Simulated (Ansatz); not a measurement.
BeO-, multiplicity 2 (lowest of 2S+1 = 2, 4 at CCSD(T)/def2-TZVPP on PBE0 minima; our sources give no spin for the ground state, which may be another), most abundant isotopes (9.0122 and 15.9949 u). Constants from fifth-degree fits in 1/R to seven points on the lowest solution found; no spin–orbit coupling, no relativity up to Kr; ω_e x_e and α_e move by some per cent with the fit.

Correlated levels freeze the cores. CBS: X⁻³ extrapolation of the correlation energy, Hartree–Fock from the larger set.

The values were computed with Ansatz (a first-principles code) with Gaussian orbitals. 

| level | r_e (Å) | ω_e (cm⁻¹) | ω_e x_e (cm⁻¹) | α_e (cm⁻¹) |
|---|---|---|---|---|
| PBE/def2-TZVPP | 1.3793 | 1347.8 | 9.41 | 0.0172 |
| CCSD(T)/CBS(aug-cc-pVTZ, aug-cc-pVQZ) | 1.3703 | 1389.4 | 9.12 | 0.0168 |

Question: Derive the rotational constants, the centrifugal constant, the fundamental, the zero-point energy and the force constant.

Answer: 
μ = 5.76433 u.
- PBE/def2-TZVPP: B_e = 16.8576/(μ r_e²) = 1.5373 cm⁻¹; B₀ = B_e − α_e/2 = 1.5287 cm⁻¹; D = 4B_e³/ω_e² = 8.00e-06 cm⁻¹; fundamental ω_e − 2ω_e x_e = 1329 cm⁻¹; zero-point energy ω_e/2 − ω_e x_e/4 = 672 cm⁻¹; k = μ(2πcω_e)² = 617 N/m
- CCSD(T)/CBS(aug-cc-pVTZ, aug-cc-pVQZ): B_e = 16.8576/(μ r_e²) = 1.5575 cm⁻¹; B₀ = B_e − α_e/2 = 1.5491 cm⁻¹; D = 4B_e³/ω_e² = 7.83e-06 cm⁻¹; fundamental ω_e − 2ω_e x_e = 1371 cm⁻¹; zero-point energy ω_e/2 − ω_e x_e/4 = 692 cm⁻¹; k = μ(2πcω_e)² = 656 N/m
